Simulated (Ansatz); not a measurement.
**Cost against result**

Saddle point of GaNH₆O, singlet (GaH₃O ([OH][GaH2]) + NH₃ → GaNH₄ ([NH2][GaH2]) + H₂O (still joined by a long Ga–O bond); bonds formed: O2–H5; dative contacts that become bonds: Ga1–N6; bonds broken: H5–N6; bonds weakened to dative contacts: Ga1–O2), PBE0-D4/def2-TZVP structure:

Ga1  (-0.648, -0.766, 0.281)
O2  (-0.864, 1.216, -0.105)
H3  (-1.136, -1.557, -0.982)
H4  (-1.036, -1.019, 1.772)
H5  (0.276, 0.989, -0.177)
N6  (1.170, -0.028, 0.044)
H7  (-1.256, 1.466, -0.946)
H8  (1.772, 0.052, 0.852)
H9  (1.722, -0.353, -0.738)
(Å)

Barriers are electronic and count from the start structure reached by relaxing down the imaginary mode.

Program: Ansatz 0.2.0. Basis: as named in each row. Cores are frozen in the correlated methods. Filled d shells of the heavier atoms are correlated. The def2 sets are not built for correlating such inner shells, so the correlated values are less sure here. B3LYP uses VWN-RPA correlation. Extrapolation: Hartree–Fock as exp(−7.88 √X), correlation as X^−2.97.

Times are rough, for one single point on 4 threads of a shared host (Arm Neoverse V1).

The estimate by CCSD(T) at an estimated basis limit (MP2 extrapolated from triple and quadruple zeta, plus CCSD(T) − MP2 in triple zeta) is 75.3 kJ/mol.

```
      method       basis  time (s)  barrier (kJ/mol)  method less estimate
          HF      STO-3G   under 1              27.2                 -48.1
       SPW92    def2-SVP   under 1              26.0                 -49.3
      PBE-D4      STO-3G   under 1             -64.9                -140.2
      PBE-D4    def2-SVP   under 1              45.5                 -29.8
    B3LYP-D4       6-31G   under 1              59.7                 -15.6
       SPW92  def2-TZVPP   under 1              36.7                 -38.6
     PBE0-D4    def2-SVP   under 1              56.0                 -19.3
      PBE-D4  def2-TZVPP         1              55.8                 -19.5
     BLYP-D4  def2-TZVPP         1              65.0                 -10.4
    BHLYP-D4  def2-TZVPP         2              83.3                   8.0
     PBE0-D4  def2-TZVPP         2              65.3                 -10.0
    B3LYP-D4  def2-TZVPP         2              71.4                  -3.9
CAM-B3LYP-D4  def2-TZVPP         2              71.9                  -3.5
   r2SCAN-D4  def2-TZVPP         2              64.2                 -11.1
     CCSD(T)    def2-SVP         3              73.1                  -2.2
      B2PLYP  def2-TZVPP         3              73.6                  -1.7
    PBE-QIDH  def2-TZVPP         3              71.8                  -3.5
  RPA on PBE  def2-TZVPP         3              73.0                  -2.3
  r2SCAN0-D4  def2-TZVPP         3              70.2                  -5.1
     wB97M-V    def2-SVP         4              61.1                 -14.2
      B97M-V  def2-TZVPP         5              78.8                   3.5
     wB97X-V  def2-TZVPP         5              74.3                  -1.1
     wB97M-V  def2-TZVPP         6              72.5                  -2.9
         MP2  def2-QZVPP        13              71.6                  -3.7
     CCSD(T)  def2-TZVPP        51              74.8                  -0.5
```

All methods are single points on the PBE0-D4 structures; a negative value means that the method puts the saddle structure below the start.

No T1 diagnostic of these runs exceeds 0.013.

Labels in which every atom is bracketed show which atoms are joined, not bond orders.
